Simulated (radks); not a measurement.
The silicon anion Si4-, [Ar], held by a Watson sphere: a shell of charge +4 at radius R that stands for the Madelung well of a crystal (potential energy -4/R inside, -4/r outside, in hartree with lengths in bohr). Calculated with a radial shooting solver on a logarithmic mesh with Libxc functionals: scalar-relativistic Kohn-Sham, LDA (Slater exchange, Perdew-Wang correlation), spin-polarised, spherical densities, finite nucleus; Fermi nuclear charge, rms radius of each element as measured or else 0.836 A^(1/3) + 0.57 fm. Response by self-consistent Sternheimer equations with the Hartree and adiabatic LDA kernel, the relativistic mass of each level held fixed and spin-orbit coupling left out. The sphere does not respond.

R (bohr)	e(2p) (eV)	e(3s) (eV)	e(3p) (eV)	<r> 3p (bohr)	sum of <r^2> (bohr^2)	X-ray form factor at sin(theta)/lambda = 0.2 1/angstrom	alpha (bohr^3)
1.89	-93.647	-15.869	-8.204	2.334	50.49	10.411	31.11
1.97	-93.178	-15.540	-8.060	2.375	52.07	10.319	32.88
2.63	-91.907	-13.058	-6.784	2.732	66.77	9.735	53.65
3.42	-92.123	-10.881	-5.390	3.168	87.24	9.454	98.26
3.47	-92.143	-10.771	-5.312	3.196	88.63	9.448	102.1
3.74	-92.239	-10.233	-4.915	3.348	96.33	9.433	125.1
4.16	-92.351	-9.554	-4.376	3.587	109.0	9.450	170.7
